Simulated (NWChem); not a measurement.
**Total energies of Cl2Hg**

```xyz
3

Hg     0.0000     0.0000     0.0000
Cl     0.0000     0.0000     2.2823
Cl     0.0000     0.0000    -2.2823
```
Charge 0, spin multiplicity 1.

The numbers come from NWChem runs, not from measurements. Structure: optimised with PBE0/def2-SVP with def2 effective core potentials on Hg, a minimum by its harmonic frequencies.

Basis set: def2-SVP (68 functions).

| method | total energy (Ha) |
|---|---|
| RHF | -1071.29039 |
| MP2 | -1071.84026 |
| B2PLYP | -1073.11499 |
| PBE | -1073.31011 |
| B3LYP | -1073.73223 |
| M06-2X | -1073.51210 |
| CCSD(T) | -1071.86003 |

Total energies of different functionals aren't comparable as a measure of quality: only differences taken within one method are. 

Effective core potentials replace the inner electrons of Hg; spin-orbit coupling is left out. The correlated methods keep 14 core orbitals frozen. B3LYP has NWChem's definition, with VWN1-RPA local correlation. The structure started from a generated list of species. Coupled-cluster values serve here as a point of comparison, not as the truth.
